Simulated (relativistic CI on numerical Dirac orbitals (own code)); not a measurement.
Co²⁺ in a cubic cluster: L2,3 absorption with charge transfer

Computed with a charge-transfer multiplet model of a cubic metal-ligand cluster with up to 2 ligand holes, Slater and spin-orbit integrals from Dirac-Coulomb-Breit ions, Slater integrals scaled by 0.8. The ground state mixes d7 with configurations of k ligand holes L, whose averages lie at kΔ + k(k − 1)U_dd/2; a core hole lowers each added d electron by U_cd. 20 K, Lorentzian 0.4 eV and Gaussian 0.3 eV FWHM.

Atomic integrals in eV (Slater integrals scaled, ζ unscaled), ground: F2dd 9.233, F4dd 5.731, zeta_d 0.063; with the core hole: F2dd 9.869, F4dd 6.132, zeta_d 0.084, zeta_core 9.670, F2cd 5.831, G1cd 4.368, G3cd 2.482.

Cluster parameters (eV): U_dd = 6.5, U_cd = 8.2, 10Dq = 0.6, 10Dq(ligand) = 0.4, V(eg) = 2.8, V(t2g) = -1.38, final-state hopping factor = 1.

Weights, n_d and S are thermal averages at 20 K. Photon energies count from the first peak over 30 % of the highest in each spectrum, which can be another peak from case to case. The parameters are a model scan and need not match a compound or its usual spin state. Peaks in eV (height, largest 100): 0.0 (100), 14.9 (59).

Problem. Which parameters give this spectrum?
A. Δ = -0.7 eV
B. Δ = 3.3 eV
C. Δ = 4.3 eV
D. Δ = 2.3 eV
E. Δ = 1.3 eV

Solution. A. Δ = -0.7 eV; the ground state then has 7.84 d electrons and S = 0.52. The choice follows from running the model for each set and comparing peak positions and heights.
